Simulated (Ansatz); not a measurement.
`[F][Zr]([F])([F])[Br]` + HCl → `[F][Zr]([F])([F])[Cl]` + HBr at 700 K and 1 bar (ligand exchange at a Zr–Br bond).

Gas-phase electronic energies from Ansatz, PBE0-D4/def2-TZVP geometries. CCSD(T)/CBS is the MP2 limit (def2-TZVPP, def2-QZVPP) plus CCSD(T) − MP2 in def2-TZVPP, frozen cores. This one scheme is used for every species. def2 core potentials past Kr. For Br, Zr outer-core shells are correlated without core-valence functions, which leaves a few kJ/mol of doubt a bond. Scalar relativity is left out up to krypton.

```csv
species,CCSD(T)/CBS energy (Eh),H − E (kJ/mol),S (J/(mol·K))
`[F][Zr]([F])([F])[Br]`,-2920.00900,78.9,440.7
HCl,-460.38127,38.4,211.8
`[F][Zr]([F])([F])[Cl]`,-806.47035,79.1,428.6
HBr,-2573.91920,36.5,223.7
```

H − E and S are ideal-gas, rigid-rotor, harmonic terms from PBE0-D4/def2-TZVP. 1 Eh = 2625.50 kJ/mol, R = 8.31446 J/(mol·K).

Q: By hand: ΔE, ΔH, ΔS and ΔG.

A: ΔE = (-806.47035) + (-2573.91920) − (-2920.00900) − (-460.38127) = 0.00072 Eh = 1.9 kJ/mol. Δ(H − E) = 79.1 + 36.5 − 78.9 − 38.4 = -1.7, so ΔH = 0.2 kJ/mol. ΔS = 428.6 + 223.7 − 440.7 − 211.8 = -0.2 J/(mol·K). ΔG = 0.2 − 700 × (-0.2)/1000 = 0.3 kJ/mol.

Q: By hand: the equilibrium constant, and the temperature at which ΔG would vanish if ΔH and ΔS stayed fixed.

A: log₁₀ K = −ΔG/(RT ln 10) = 0.0. ΔH and −TΔS have one sign here, so there is no such temperature.

TΔS isn't small against ΔH here. The sign of ΔG lies within the doubt. A doubt of 5 kJ/mol in ΔE shifts log₁₀ K by 0.4 here. These are equilibria of isolated gas molecules and say nothing of rates. Largest T1 diagnostic: 0.017 (customary marks: 0.02 for closed shells, 0.045 for open ones).

ΔS is within the doubt of such terms, so its sign, and with it that verdict, could turn.
